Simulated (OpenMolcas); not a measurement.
**Cr2+, Mo2+, W2+: d⁴ down the group**

* Program: OpenMolcas 26.06
* Method: SS-CASPT2, IPEA 0.25 Eh, imaginary shift 0.1 Eh
* Basis: ANO-RCC-VQZP
* Scalar Hamiltonian: DKH2, point nucleus
* Spin-orbit coupling: RASSI with atomic mean-field integrals over the reference wave functions, term energies averaged over their components

Active space for each ion: 4 electrons in 5 orbitals (d); closed shells correlated by CASPT2: Cr2+ 3s 3p; Mo2+ 4s 4p; W2+ 5s 5p.

Computed levels in cm-1 above ⁵D₀:

| Level | Cr2+ | Mo2+ | W2+ |
| --- | --- | --- | --- |
| ⁵D₁ | 67.2 | 241 | 2400 |
| ⁵D₂ | 199 | 665 | 4750 |
| ⁵D₃ | 389 | 1217 | 6680 |
| ⁵D₄ | 633 | 1859 | 8170 |
| ³P₀(1) | 16310 | 11680 | 11980 |
| ³P₁(1) | 16710 | 12920 | 15910 |
| ³H₄ | 17000 | 13060 | 14690 |
| ³H₅ | 17140 | 13610 | 17830 |
| ³H₆ | 17300 | 14110 | 19370 |
| weight of ⁵D in the lowest level (%) | 100 | 98 | 68 |

Mixed levels, with the weight of the term that names them: W2+ ⁵D₀ (68 %), W2+ ³P₀(1) (59 %), W2+ ³H₄ (59 %).

Measured, with the error of the calculation in %. Measured levels: Cr2+ from Sugar and Corliss, J. Phys. Chem. Ref. Data 6, 317 (1977); Mo2+ from Sugar and Musgrove, J. Phys. Chem. Ref. Data 17, 155 (1988); W2+ from NIST levels as listed in McCann et al., Mon. Not. R. Astron. Soc. 538, 537 (2025).

```csv
Level,Cr2+,Mo2+,W2+
⁵D₁,62.2 (+8.0),242 (-0.6),2256 (+6.6)
⁵D₂,183 (+8.4),668 (-0.5),4461 (+6.4)
⁵D₃,357 (+9.2),1224 (-0.6),6278 (+6.4)
⁵D₄,576 (+10.0),1872 (-0.7),7687 (+6.2)
³P₀(1),16771 (-2.8),11149 (+4.7),9904 (+21.0)
³P₁(1),17169 (-2.7),12510 (+3.3),12881 (+23.5)
³H₄,17274 (-1.6),12680 (+3.0),13701 (+7.2)
³H₅,17397 (-1.5),13276 (+2.5),
³H₆,17531 (-1.3),13811 (+2.2),
```

The fine-structure level ⁵D₄ changes by a factor of 12.9 from Cr2+ to W2+.

Without spin-orbit coupling ³P(1) lies 16670, 12560, 10390 cm-1 above ⁵D in that order; the difference to the level ³P₀(1), of either sign, comes from spin-orbit coupling, which also lowers the zero.

CASPT2 does not keep the components of a term degenerate, so their means are used; among the terms shown or strongly mixed into the levels shown the widest spread is 420 cm-1 (5d⁴ ¹G(1), W2+). Over all roots computed the reference weight is 0.90 to 0.95 in W2+; the roots of lowest weight are the least certain, and an intruder state may touch them. Levels of configurations with an s electron are missing; early in the row they begin among the upper levels of the d shell and mix with terms of their name (holds for Mo2+). Configurations with an s electron lie low in 5d ions of this charge, fall among these levels and mix in, so low-spin terms can stand far too high, up to twice their true height, and weights are not those of the real levels (holds for W2+). Some terms miss by over 15 % even with CASPT2, which points to a basis or an active space too small for the shells correlated (holds for W2+). Measured partners are found by configuration, term and J. A level has none where our copy of the source lacks it or the pairing is in doubt (some pairs that miss far off the trend of their configuration count as doubtful), and it then counts in no deviation. Only configurations of the active space appear.

A number in round brackets counts repeated terms of one configuration in the order of the reference energies.
